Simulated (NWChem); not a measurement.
Species: CHO₂ cation; SMILES O=C=[OH+]

Program: NWChem. Medium grid unless said otherwise, to which SCAN and Minnesota functionals are sensitive. Coordinates come from a PBE-D3(BJ)/def2-SVP optimisation.

Q: Order these by “orbital gap (eV)”, lowest first: PW91/def2-TZVP; LRC-wPBEh/def2-TZVP; MN15-L/def2-TZVP; M06/def2-TZVP; B3LYP/def2-TZVP.

A: PW91/def2-TZVP (7.86), MN15-L/def2-TZVP (9.41), B3LYP/def2-TZVP (10.16), M06/def2-TZVP (10.94), LRC-wPBEh/def2-TZVP (14.50)
